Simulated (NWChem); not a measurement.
System: CH$_{4}$MgOS; SMILES C[O][Mg][SH]

Input file for NWChem:

```
start job
memory heap 200 mb stack 900 mb global 1100 mb
geometry units angstroms noautosym nocenter noautoz
  Mg    -0.072963     0.118344     0.001429
  O     -0.189506    -1.644422     0.001053
  C     -0.263030    -3.014931     0.000605
  H     -0.126363    -3.441009    -1.013663
  H      0.511519    -3.475700     0.646095
  H     -1.242273    -3.380892     0.369488
  S      0.091531     2.416906     0.001891
  H     -1.250510     2.589015    -0.006232
end
basis spherical
  * library 6-31g*
end
dft
  xc hfexch
  iterations 150
end
property
  shielding
end
task dft property
```

Output (shortened):

```
             Northwest Computational Chemistry Package (NWChem) 7.3.0
             --------------------------------------------------------

                             Geometry "geometry" -> ""
                             -------------------------

 Output coordinates in angstroms (scale by  1.889725989 to convert to a.u.)

  No.       Tag          Charge          X              Y              Z
 ---- ---------------- ---------- -------------- -------------- --------------
    1 Mg                  12.0000    -0.07296300     0.11834400     0.00142900
    2 O                    8.0000    -0.18950600    -1.64442200     0.00105300
    3 C                    6.0000    -0.26303000    -3.01493100     0.00060500
    4 H                    1.0000    -0.12636300    -3.44100900    -1.01366300
    5 H                    1.0000     0.51151900    -3.47570000     0.64609500
    6 H                    1.0000    -1.24227300    -3.38089200     0.36948800
    7 S                   16.0000     0.09153100     2.41690600     0.00189100
    8 H                    1.0000    -1.25051000     2.58901500    -0.00623200

 Effective nuclear repulsion energy (a.u.)     164.8757109522

  xc_inp: hfexch multiplicative factor not found.
                              NWChem Property Module
                              ----------------------

  itol2e modified to match energy
  convergence criterion.

                                 NWChem DFT Module
                                 -----------------

 Summary of "ao basis" -> "ao basis" (spherical)
 ------------------------------------------------------------------------------
       Tag                 Description            Shells   Functions and Types
 ---------------- ------------------------------  ------  ---------------------
 Mg                          6-31g*                  8       18   4s3p1d
 O                           6-31g*                  6       14   3s2p1d
 C                           6-31g*                  6       14   3s2p1d
 H                           6-31g*                  2        2   2s
 S                           6-31g*                  8       18   4s3p1d

  itol2e modified to match energy
  convergence criterion.

[...]

          -----------------------------------------
          Chemical Shielding Tensors (GIAO, in ppm)
          -----------------------------------------

                                NWChem CPHF Module
                                ------------------

  scftype          =     RHF
  nclosed          =       23
  nopen            =        0
  variables        =     1127
  # of vectors     =        3
  tolerance        = 0.10D-03
  level shift      = 0.00D+00
  max iterations   =       50
  max subspace     =       30

 SCF residual:    1.1237799055137200E-004

Iterative solution of linear equations
  No. of variables     1127
  No. of equations        3
  Maximum subspace       30
        Iterations       50
       Convergence  1.0D-04

   iter   nsub   residual    time
   ----  ------  --------  ---------
     1      3    1.57D+00      13.7
     2      6    2.20D-01      15.8
     3      9    1.90D-02      17.8
     4     12    4.20D-03      19.9
     5     15    8.86D-04      21.9
     6     18    1.51D-04      24.0
     7     21    2.23D-05      26.0

      Atom:    1  Mg
        Diamagnetic
    709.7564      0.0652      0.0079
      0.0652    715.4741     -0.0013
      0.0079     -0.0013    708.4700

        Paramagnetic
   -214.4360      7.9640     -0.0552
      7.9640     -8.1439      0.0240
     -0.0552      0.0240   -206.2670

        Total Shielding Tensor
    495.3203      8.0292     -0.0473
      8.0292    707.3303      0.0227
     -0.0473      0.0227    502.2029

           isotropic =     568.2845
          anisotropy =     209.0241

          Principal Components and Axis System
                 1           2           3
              707.6339    502.2033    495.0164

      1         0.0378     -0.0067      0.9993
      2         0.9993      0.0002     -0.0378
      3         0.0001      1.0000      0.0067

      Atom:    2  O
        Diamagnetic
    385.3958      2.3023      0.0020
      2.3023    426.4618      0.0122
      0.0020      0.0122    384.9364

        Paramagnetic
    -19.7388     -1.0888      0.0158
     -1.0888    -50.0881     -0.1753
      0.0158     -0.1753    -24.1140

        Total Shielding Tensor
    365.6570      1.2135      0.0178
      1.2135    376.3737     -0.1631
      0.0178     -0.1631    360.8225

           isotropic =     367.6177
          anisotropy =      13.3399

          Principal Components and Axis System
                 1           2           3
              376.5110    365.5216    360.8206

      1         0.1111      0.9938     -0.0064
      2         0.9938     -0.1110      0.0110
      3        -0.0102      0.0076      0.9999

      Atom:    3  C
        Diamagnetic
    236.9064      1.0262     -0.0027
      1.0262    256.1914      0.0039
     -0.0027      0.0039    236.7052

        Paramagnetic
   -109.2599      2.4215      0.0048
      2.4215    -63.5201      0.0001
      0.0048      0.0001   -109.3667

        Total Shielding Tensor
    127.6465      3.4477      0.0021
      3.4477    192.6713      0.0040
      0.0021      0.0040    127.3384

           isotropic =     149.2187
          anisotropy =      65.4523

          Principal Components and Axis System
                 1           2           3
              192.8536    127.4642    127.3384

      1         0.0528      0.9985     -0.0149
      2         0.9986     -0.0528      0.0007
      3         0.0001      0.0150      0.9999

      Atom:    4  H
        Diamagnetic
     22.7516     -0.6557     -1.3877
     -0.6557     30.7675      6.9129
     -1.3877      6.9129     33.6169

[...]
```

Level: Hartree-Fock/6-31G* (spherical d), GIAO. Geometry: optimised at PBE0/def2-SVP. The printed shielding anisotropy is the first printed principal value minus the mean of the other two.
